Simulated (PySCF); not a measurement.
**Worked example: oscillator strength and radiative lifetime**

In(F)(Br)(NH2) (BrFH₂InN), SMILES [NH2][In]([F])[Br].

Geometry optimised at PBE0-D3(BJ)/def2-SVP. The structure was generated by enumeration; whether it is a known compound was not checked. The def2 effective core potentials stand for the cores of In; spin–orbit coupling is left out. One conformer was computed; it need not be the lowest.

TDA-LC-ωPBE/def2-SVPD (PySCF 2.14.0) puts the first singlet state with f over 0.02 at 5.43 eV (vertical), with the transition dipole (-0.189, 0.158, -0.574) in atomic units.

Question: Find the oscillator strength, the wavelength and the radiative lifetime that this transition would have in vacuum if emission retraced absorption.

Answer: 
|μ|² = 0.3902 au, so |μ| = 1.59 D. ΔE = 5.43/27.211 = 0.1995 hartree. f = (2/3) ΔE |μ|² = 0.052 (the program prints 0.052).
λ = 1239.84/5.43 = 228 nm; ν = 43796 cm⁻¹.
Einstein's coefficient A = 0.6670 ν² f s⁻¹ (ν in cm⁻¹) = 6.6e7 s⁻¹, so τ = 1/A = 15 ns. This state is S1. The figure is the radiative limit of this one transition; relaxation, internal conversion, crossing to triplets and a medium change what is measured.
